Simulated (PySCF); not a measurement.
PySCF 2.14 output of an unrestricted B3LYP calculation on a single atom or ion in x2c-TZVPall (6s5p4d1f, 48 functions), with scalar relativity by spin-free X2C-1e:

```
SCF conv_tol = 1e-09
number electrons alpha = 14  beta = 13
    P. J. Stephens, F. J. Devlin, C. F. Chabalowski, and M. J. Frisch.,  J. Phys. Chem. 98, 11623 (1994)
cycle= 1 E= -1520.29585458892  delta_E= -0.00286  |g|= 0.255  |ddm|= 0.171
cycle= 2 E= -1520.25188550245  delta_E= 0.044  |g|= 0.601  |ddm|= 0.203
cycle= 3 E= -1520.30742687988  delta_E= -0.0555  |g|= 0.0334  |ddm|= 0.131
cycle= 4 E= -1520.30764178464  delta_E= -0.000215  |g|= 0.0012  |ddm|= 0.0101
cycle= 5 E= -1520.30764409415  delta_E= -2.31e-06  |g|= 0.000356  |ddm|= 0.00362
cycle= 6 E= -1520.30764565013  delta_E= -1.56e-06  |g|= 0.000255  |ddm|= 0.00383
cycle= 7 E= -1520.30764731959  delta_E= -1.67e-06  |g|= 0.000145  |ddm|= 0.00669
cycle= 8 E= -1520.30764782333  delta_E= -5.04e-07  |g|= 4.87e-05  |ddm|= 0.00476
cycle= 9 E= -1520.3076478626  delta_E= -3.93e-08  |g|= 5.87e-06  |ddm|= 0.00166
cycle= 10 E= -1520.30764786264  delta_E= -4.46e-11  |g|= 4.72e-07  |ddm|= 4.87e-05
converged SCF energy = -1520.30764786264  <S^2> = 0.75288196  2S+1 = 2.0028799
```

The run itself started from symmetry-adapted Hartree-Fock orbitals and held the occupation by maximum overlap, on a logarithmic radial grid, so the iterations belong to that start.

**Question.** Which element, charge and spin multiplicity is this?

**Answer.** Ni⁺ (nickel, charge +1), multiplicity 2; the state was [Ar] 3d9, 2D determinant.
